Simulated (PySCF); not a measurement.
Working out the excitation energy of Kr⁺

Kr⁺ [Ar] 3d10 4s2 4p5 (2P) → Kr⁺ [Ar] 3d10 4s2 4p4 4d1 (high-spin determinant). Computed with PySCF 2.14 in aug-cc-pVTZ-PP with ECP10MDF, with a scalar-relativistic core potential. Frozen: 3s2 3p6 3d10. Energies in hartree (1 hartree = 27.21139 eV):

```json
{"part": "UHF", "Kr⁺ (lower)": "-461.718388", "Kr⁺ (upper)": "-461.189272"}
{"part": "MP2 opposite-spin", "Kr⁺ (lower)": "-0.109295", "Kr⁺ (upper)": "-0.087461"}
{"part": "MP2 same-spin", "Kr⁺ (lower)": "-0.031877", "Kr⁺ (upper)": "-0.030545"}
```

**Question.** What does Hartree-Fock give?

**Answer.** (-461.189272) − (-461.718388) = 0.529116 hartree = 14.398 eV.

**Question.** What do MP2 and SCS-MP2 (6/5 opposite-spin, 1/3 same-spin) give?

**Answer.** The opposite-spin parts differ by 0.594 eV and the same-spin parts by 0.036 eV. MP2: 14.398 + (0.594) + (0.036) = 15.028 eV. SCS-MP2: 14.398 + 1.2 × (0.594) + (0.036)/3 = 15.123 eV.

One determinant mixes LS terms, so it does not stand for a single term.
